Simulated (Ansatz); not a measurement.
Consider the formal exchange of groups at a C–B bond: `CB(F)BCl` + `C1N[SiH2]S1` → `C[SiH]1NCS1` + `FBBCl`.

Isolated molecules relaxed with PBE0-D4/def2-TZVP in Ansatz; ΔE leaves out vibrations. CCSD(T)/CBS is the MP2 limit (def2-TZVPP, def2-QZVPP) plus CCSD(T) − MP2 in def2-TZVPP, frozen cores. DFT in def2-TZVPP. B3LYP here is the variant with VWN-RPA as its local correlation; programs differ in this. One conformer a species, not always the lowest.

`CB(F)BCl`:

Cartesian coordinates in Å:
```
C -0.144 0.868 0.966
B -0.052 0.345 -0.501
F 0.035 1.241 -1.489
B -0.011 -1.301 -0.920
Cl 1.519 -2.145 -0.855
H -0.814 0.270 1.590
H 0.852 0.769 1.417
H -0.433 1.920 1.024
H -0.952 -1.968 -1.232
```

`C1N[SiH2]S1`:

Z-matrix (Å, degrees):
```
C
S 1 1.851
N 1 1.451 2 100.7
H 1 1.094 2 109.3 3 120.2
H 1 1.094 2 109.3 3 -119.9
Si 2 2.135 1 75.5 3 -5.0
H 3 1.005 1 119.1 2 161.3
H 6 1.491 2 116.5 1 -112.4
H 6 1.488 2 116.6 1 120.2
```

`C[SiH]1NCS1`:

Cartesian coordinates in Å:
```
C 0.190 2.008 -0.222
Si -0.577 0.319 -0.254
N 0.475 -1.025 -0.482
C 0.163 -1.815 0.697
S -0.929 -0.646 1.623
H -0.536 2.747 0.129
H 0.501 2.303 -1.230
H 1.060 2.029 0.436
H -1.759 0.382 -1.166
H 0.762 -1.511 -1.315
H -0.392 -2.733 0.480
H 1.040 -2.056 1.305
```

`FBBCl`:

```xyz
6

F    -1.307    0.786    1.174
B    -0.210    0.117    0.849
B     0.312    0.034   -0.759
Cl   -0.225   -1.314   -1.728
H     0.370   -0.424    1.756
H     1.060    0.800   -1.291
```

(1) Is it downhill or uphill in electronic energy at CCSD(T)/CBS, and by how much? (Best estimate.)

(2) What do these levels give: r2SCAN-D4, PBE0-D4, ωB97M-V, r2SCAN, PBE0, B3LYP, MP2/def2-TZVPP, HF/def2-QZVPP, MP2/def2-QZVPP, HF/CBS(def2), MP2/CBS(def2), CCSD/CBS(def2)? (Estimate.)

Largest T1 diagnostic among the species: 0.014.

Results:

(1) The calculation gave: Nearly level: ΔE = +2.8 kJ/mol.

(2) Computed: r2SCAN-D4 5.1, PBE0-D4 4.8, ωB97M-V 3.7, r2SCAN 5.7, PBE0 6.3, B3LYP 6.4, MP2/def2-TZVPP 1.1, HF/def2-QZVPP 5.6, MP2/def2-QZVPP 0.7, HF/CBS(def2) 5.5, MP2/CBS(def2) 0.6, CCSD/CBS(def2) 3.5 kJ/mol.
